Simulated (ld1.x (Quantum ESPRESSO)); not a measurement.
# Configuration tests for tantalum (PAW)

- Element: Ta
- Generator: ld1.x (Quantum ESPRESSO) 7.5
- Type: PAW
- Functional: LDA (PZ)
- Relativity: scalar-relativistic
- Frozen core: [Kr] 4d10 4f14
- Valence charge: 13
- Reference configuration: 5s2 5p6 5d3 6s2 6p0
- Partial waves: 5s (bound): rcut 1.60, rcutus 1.70 bohr; 6s (bound): rcut 1.60, rcutus 1.70 bohr; 5p (bound): rcut 1.80, rcutus 2.05 bohr; 6p (bound, empty): rcut 1.80, rcutus 2.05 bohr; 5d (bound): rcut 1.60, rcutus 1.95 bohr; 5d channel at 0.35 Ry: rcut 1.60, rcutus 1.95 bohr
- Local potential: all-electron potential smoothed inside 1.50 bohr (lloc = -1)
- Core correction: Bessel-smoothed model core inside 1.30 bohr
- Augmentation charge: BESSEL, radius 1.40 bohr

Energies are relative to the spin-unpolarised reference configuration 5s2 5p6 5d3 6s2 6p0; without spin polarisation the order of configurations can differ from experiment. Spin-polarised rows fill each open shell by Hund’s rule, majority spin first.

Its overlap operator is not positive definite in a basis up to 400 Ry (lowest eigenvalue s -0.05, p -0.10), so the file is unfit for use: the generalised eigenproblem breaks down once the basis is large enough, and its test numbers describe a broken file.

```tsv
valence configuration	charge	ΔE all-electron (eV)	error AE − PS (meV)
5s2 5p6 5d3 6s1 6p0	+1	8.702	-2.5
5s2 5p6 5d3 6s0 6p0	+2	24.010	-6.4
5s2 5p6 5d2 6s0 6p0	+3	47.938	-36
5s1 5p6 5d3 6s2 6p0	+1	79.449	-223
5s2 5p5 5d3 6s2 6p0	+1	45.190	-130
5s2 5p6 5d3 6s1 6p1	0	4.259	+0.3
5s2 5p6 5d2 6s2 6p1	0	3.090	-2.4
5s2 5p6 5d3 6s2 6p0 (spin-polarised)	0	-1.047	-6.5
5s2 5p6 5d3 6s1 6p0 (spin-polarised)	+1	6.726	-12
```

The ghost test of this file was not conclusive.
